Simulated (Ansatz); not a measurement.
The cluster Pd₃S₂, relaxed as a singlet with RKS PBE-D4/def2-SVP in Ansatz, starting from the GFN2-xTB geometry. Force threshold 0.02 eV/Å.

In the def2 sets Pd takes a core potential; there is no spin–orbit coupling. The restricted singlet is unstable towards broken spin symmetry at other levels; at PBE-D4/def2-SVP this wasn't settled. The structure comes from a short search, and lower isomers may exist.

Start:

```xyz
5

Pd   -1.125   -0.231   -0.858
Pd   -0.690   -0.575    1.682
Pd    1.465    0.398    0.052
S    -0.514    1.435    0.738
S     0.864   -1.026   -1.613
```

| step | energy (eV) | largest force component (eV/Å) | SCF passes |
| --- | --- | --- | --- |
| 1 | -32099.4961 | 0.548 | 48 |
| 2 | -32099.5668 | 0.305 | 37 |
| 3 | -32099.5776 | 0.146 | 30 |
| 4 | -32099.5793 | 0.030 | 30 |
| 5 (rejected) | -32099.5793 | 0.042 | 34 |
| 6 | -32099.5797 | 0.017 | 30 |
| 7 | -32099.5803 | 0.021 | 36 |
| 8 | -32099.5807 | 0.006 | 34 |
| 9 (rejected) | -32099.5807 | 0.024 | 34 |
| 10 | -32099.5808 | 0.004 | 33 |

Force components are those of the run's own axes.

End:

```xyz
5

Pd   -1.140   -0.155   -0.959
Pd   -0.609   -0.579    1.765
Pd    1.455    0.377    0.082
S    -0.544    1.364    0.676
S     0.837   -1.007   -1.563
```

By distances, no bond broke or formed. The bond that changes most is Pd1–S4, from 2.39 to 2.31 Å (atoms count from 1).

The force fell under the threshold at step 6, but the optimiser went on. No frequencies were taken in this run, so the end may be a saddle point.

Hardware: 4 threads of Arm Neoverse V2 on a shared host. Wall time 19 s.
